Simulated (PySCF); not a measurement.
PBE0 on S⁻ (sulfur, charge -1), [Ne] 3s2 3p5, 2P determinant. Calculation: PySCF 2.14, in aug-cc-pwCVQZ (10s9p7d5f3g, 134 functions); no relativity, point nucleus.

```
cycle= 1 E= -398.061472514212  delta_E= -0.00857  |g|= 0.0188  |ddm|= 0.642
cycle= 2 E= -398.061618118514  delta_E= -0.000146  |g|= 0.0153  |ddm|= 0.0731
cycle= 3 E= -398.061761847066  delta_E= -0.000144  |g|= 0.00461  |ddm|= 0.045
cycle= 4 E= -398.061775723987  delta_E= -1.39e-05  |g|= 0.00097  |ddm|= 0.0102
cycle= 5 E= -398.061777216631  delta_E= -1.49e-06  |g|= 0.000204  |ddm|= 0.00349
cycle= 6 E= -398.061777330101  delta_E= -1.13e-07  |g|= 4.8e-05  |ddm|= 0.00116
cycle= 7 E= -398.061777336835  delta_E= -6.73e-09  |g|= 4.01e-06  |ddm|= 0.000335
cycle= 8 E= -398.06177733687  delta_E= -3.45e-11  |g|= 5.45e-07  |ddm|= 2.4e-05
converged SCF energy = -398.06177733687  <S^2> = 0.7560231  2S+1 = 2.0060141
```

Highest occupied orbital energy: 0.115 eV; ⟨L²⟩ = 2.03; populations by l: s 6.00, p 11.00, d 0.00, f 0.00.

Task: Can this result be used?

Result: With care. Self-consistency was reached. At PBE0 the highest occupied level has a positive energy, so only the finite basis holds that electron; in a semilocal or global hybrid functional this comes from self-interaction and does not mean that the real anion is unbound.
